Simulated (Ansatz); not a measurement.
`C=C([SiH3])[NH][AlH2]` + H₂S → `[AlH2][SH]` + `C=C(N)[SiH3]`  (ligand exchange at the Al–N bond)

Program: Ansatz. Geometries: PBE0-D4/def2-TZVP. ΔE: electronic, gas phase. CCSD(T)/CBS adds triple-zeta CCSD(T) − MP2 to the extrapolated MP2 energy (def2 sets, frozen cores). This one scheme is used for every species. DFT in def2-TZVPP. Each species was taken in one conformer, which may not be the lowest.

Q: Is it downhill or uphill in electronic energy at CCSD(T)/CBS, and by how much? (Estimate.)

A: The calculation gave: Downhill: ΔE = -19.6 kJ/mol.

Q: What do these levels give: r2SCAN-D4, ωB97M-V, B2PLYP, HF/def2-TZVPP, HF/CBS(def2), CCSD/CBS(def2)? (Estimate.)

A: Ansatz gave: r2SCAN-D4 -24.1, ωB97M-V -20.6, B2PLYP -21.2, HF/def2-TZVPP -29.3, HF/CBS(def2) -28.3, CCSD/CBS(def2) -20.9 kJ/mol.

Largest T1 diagnostic among the species: 0.013.

In def2-TZVPP, CCSD(T) changes the Hartree–Fock value by +12.7 kJ/mol (the triples alone add +1.3 kJ/mol) and MP2 by +12.2 kJ/mol. The D4 term adds +7.4 kJ/mol with B3LYP and +4.2 kJ/mol with PBE0; it sums over pairs of atoms, weighted by their polarisabilities, and B3LYP, whose exchange is more repulsive, gets the larger term.

B3LYP here is the variant with VWN-RPA as its local correlation; programs differ in this.
